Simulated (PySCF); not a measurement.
# Static response to an electric field

Species: C₅H₈OSSi.
Cartesian coordinates in Å at the GFN2-xTB level; atoms count from 1:
```
atom  x, y, z in Å
C1    -2.976    0.874    0.667
C2    -1.741    0.412    0.454
C3    -0.522    1.151    0.715
C4     0.590    0.461    0.415
S5     2.224    1.056    0.608
C6     3.176   -0.375    0.021
O7     0.464   -0.794   -0.076
Si8   -1.134   -1.248   -0.215
H9    -3.153    1.863    1.060
H10   -3.846    0.277    0.453
H11   -0.504    2.151    1.107
H12    2.957   -1.233    0.648
H13    2.914   -0.581   -1.012
H14    4.222   -0.099    0.102
H15   -1.368   -1.503   -1.631
H16   -1.311   -2.403    0.656
```

Level: wB97X-D/def2-SVPD (PySCF), static field, nuclei fixed, core orbitals frozen in the response. The polarisability tensor in these axes (au):

```
x   166.54  -9.25  -5.99
y    -9.25 100.65  10.56
z    -5.99  10.56  78.65
```

Give the principal values, the mean and the anisotropy Δα = √{½[(α1 − α2)² + (α2 − α3)² + (α1 − α3)²]}.

Principal values 74.35, 103.06 and 168.43 au; mean 115.28 au = 17.08 Å³ = 19.01 × 10⁻⁴⁰ C²·m²/J; Δα = 83.51 au (72 % of the mean).

What is the dipole moment, and where does it point?

(0.11, -1.40, -0.55) D, 1.51 D in size, pointing from the negative to the positive side. Measured along this direction, the outermost atoms are H11 and H9 at the negative end and H16 and H15 at the positive end.

What depolarisation ratio follows for Rayleigh scattering of linearly polarised light, taking the static tensor?

ρ = 3Δα²/(45ᾱ² + 4Δα²) = 20921.9/(598024 + 27895.9) = 0.0334.

What would n − 1 = 2πNα be for an ideal gas of these molecules at 400 K and 1 atm, electronic part alone?

N = p/kT = 1.8347 × 10¹⁹ cm⁻³, so n − 1 = 2π × N × 17.08 × 10⁻²⁴ cm³ = 1969 × 10⁻⁶ at long wavelengths.

Directions of the eigenvectors, and the extent of the frame along each?

Largest value along (0.99, -0.15, -0.08), where the nuclei span 8.04 Å; middle along (0.17, 0.92, 0.36), 4.48 Å; least along (0.02, -0.37, 0.93), 2.46 Å. The response follows the extents in order.

The structure is a single GFN2-xTB conformer in the gas phase; no vibrational or solvent corrections.

The run behind these numbers computed excited states as well. Hardware: an Arm Neoverse V1 with one thread, shared host with 32 logical CPUs at a one-minute load of 6.5. Cost: 54 s wall, 1.1 GiB resident at most.
